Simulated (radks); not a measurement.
The numbers below are computed, except where a source is named.
Ionisation of the tellurium ion Te3+, [Kr] 4d10 5s2 5p1, to [Kr] 4d10 5s2 as the strength of local exchange is varied. Level of theory: scalar-relativistic Kohn-Sham, Slater X-alpha exchange (alpha = 2/3 is LDA exchange), no correlation, spin-polarised, spherical densities, finite nucleus; open shells are filled with parallel spins first (spin-orbit coupling, left out, can overturn this in heavy ions); Fermi nuclear charge, rms radius 4.7423 fm (a radial shooting solver on a logarithmic mesh with Libxc functionals).

alpha  E(Te3+) (hartree)  exchange (hartree)  IE (eV)  -e of the level emptied (eV)  <r> of it (bohr)
0.625        -6771.50524          -153.55321   35.368                   30.706 (5p)             2.254
0.667        -6781.85692          -164.10579   35.919                   31.264 (5p)             2.238
0.758        -6804.33626          -187.07049   37.129                   32.489 (5p)             2.203
0.784        -6810.77166          -193.65716   37.478                   32.843 (5p)             2.193
0.937        -6848.75612          -232.64495   39.567                   34.965 (5p)             2.138

NIST Atomic Spectra Database: 37.416 eV (measured). The Delta-SCF value meets it near alpha = 0.78. Open shells are spherical and high-spin; term and fine-structure splittings are not resolved. Spin-orbit splitting is averaged out at the scalar-relativistic level.
